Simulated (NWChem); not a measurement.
# ZnSiH4O; SMILES [OH][Zn][SiH3]

```xyz
7

Zn     0.4512    -0.4710     0.0004
O      0.7110    -2.2306     0.0005
H     -0.0694    -2.7922     0.0015
Si     0.2756     1.8690     0.0011
H     -1.1273     2.3083    -0.2892
H      1.1595     2.4913    -1.0357
H      0.6588     2.4541     1.3256
```
Atoms are numbered in this order, from 1.

Level: PBE0/def2-SVP (NWChem), optimised geometry, unscaled harmonic frequencies. 

Question: List the harmonic frequencies with IR intensities, and the thermochemistry.

Answer: 
| frequency (cm⁻¹) | IR intensity (km/mol) |
|---|---|
| 23 | 108.2 |
| 112 | 12.1 |
| 118 | 0.2 |
| 320 | 0.1 |
| 458 | 7.1 |
| 462 | 3.7 |
| 638 | 167.2 |
| 711 | 28.4 |
| 865 | 193.9 |
| 933 | 35.6 |
| 934 | 36.2 |
| 2209 | 58.5 |
| 2216 | 95.4 |
| 2218 | 94.7 |
| 3926 | 48.3 |

The zero-point energy is 23.1 kcal/mol and the thermal correction to the enthalpy at 298.15 K (with zero-point energy) is 27.7 kcal/mol. The heat capacity Cv is 19.4 cal/(mol K) and the entropy at 298.15 K and 1 atm (symmetry number 1) is 80.9 cal/(mol K). The dipole moment comes out as 1.46 D.

Rigid rotor and harmonic oscillator; modes under 100 cm⁻¹ make the entropy uncertain.
